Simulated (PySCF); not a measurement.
C₄H₂BrF. Atoms are numbered in the order given.

```xyz
8

C     -1.9731     2.0595     0.0000
C     -0.8183     1.6887     0.0000
C      0.5387     1.2652     0.0000
F      1.4440     2.2608     0.0000
C      0.9927     0.0000     0.0000
Br    -0.1286    -1.5031     0.0000
H     -2.9973     2.3832     0.0000
H      2.0640    -0.2039     0.0000
```

Coordinates come from a B3LYP-D3(BJ)/def2-SVP optimisation. The structure was generated by enumeration; whether it is a known compound was not checked.

Calculation: r2SCAN/def2-TZVP (PySCF).

Atomic charges (e):

| atom | IAO | Löwdin | Mulliken |
|---|---|---|---|
| C1 | -0.18 | -0.04 | -0.04 |
| C2 | -0.05 | -0.08 | 0.00 |
| C3 | 0.28 | -0.34 | 0.04 |
| F4 | -0.25 | 0.21 | -0.19 |
| C5 | -0.27 | -0.40 | -0.17 |
| Br6 | 0.07 | 0.36 | -0.02 |
| H7 | 0.22 | 0.14 | 0.21 |
| H8 | 0.19 | 0.14 | 0.17 |

Q: Give the Mayer and Wiberg (Löwdin basis) orders of the bonds. (An estimate is asked for; the answer gives what the named calculation found.)

A: 
| bond | Mayer | Wiberg |
|---|---|---|
| C1–C2 | 2.71 | 2.86 |
| C2–C3 | 1.22 | 1.31 |
| C3–F4 | 1.06 | 1.69 |
| C3–C5 | 1.82 | 1.90 |
| C5–Br6 | 1.11 | 1.67 |
| C1–H7 | 0.93 | 0.91 |
| C5–H8 | 0.93 | 0.86 |
